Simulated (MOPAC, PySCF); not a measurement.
H$_{2}$FIn, SMILES `[F][InH2]`, neutral singlet in the gas phase. 

Z-matrix (Å, degrees):
```
In
F 1 1.9642
H 1 1.6988 2 109.75
H 1 1.6988 3 140.50 2 -180.00
```
Charge 0, multiplicity 1.

All levels are single points at this geometry (r2SCAN-D4/def2-TZVP); Pople sets use spherical d functions. Orbital energies aren't observables, and empty levels follow the basis.

M06-2X/6-31G* (LANL2DZ on In) in PySCF gives dipole (D) = 3.18.

### Question
Estimate the dipole (D) from each of these levels: r2SCAN-D4/def2-TZVP in PySCF; B3LYP/LANL2DZ in PySCF; PBE/6-31G* (LANL2DZ on In) in PySCF; HF/6-31G* (LANL2DZ on In) in PySCF; AM1 in MOPAC.

### Answer

```json
[
 {"level": "r2SCAN-D4/def2-TZVP in PySCF", "dipole (D)": "3.03"},
 {"level": "B3LYP/LANL2DZ in PySCF", "dipole (D)": "3.63"},
 {"level": "PBE/6-31G* (LANL2DZ on In) in PySCF", "dipole (D)": "2.62"},
 {"level": "HF/6-31G* (LANL2DZ on In) in PySCF", "dipole (D)": "3.62"},
 {"level": "AM1 in MOPAC", "dipole (D)": "2.62"}
]
```
